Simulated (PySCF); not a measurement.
```xyz
7

C     -0.8937    -0.0614    -0.0125
Al     1.0548     0.0940    -0.0048
H     -1.2315    -0.8313    -0.7123
H     -1.3987     0.8734    -0.2623
H     -1.2489    -0.3723     0.9766
H      1.7677     1.5070    -0.0776
H      1.9503    -1.2095     0.0929
```

Charge 0, multiplicity 1.

Q: Give the Mulliken and meta-Löwdin atomic charges from TPSSh-D3(BJ)/def2-TZVP // B3LYP-D3(BJ)/def2-TZVP in PySCF.

A: 
```
atom  Mulliken (e)  meta-Löwdin (e)
----  ------------  ---------------
C1           -0.60            -0.65
Al2           0.42             0.61
H3            0.14             0.12
H4            0.14             0.12
H5            0.13             0.12
H6           -0.11            -0.17
H7           -0.11            -0.17
```
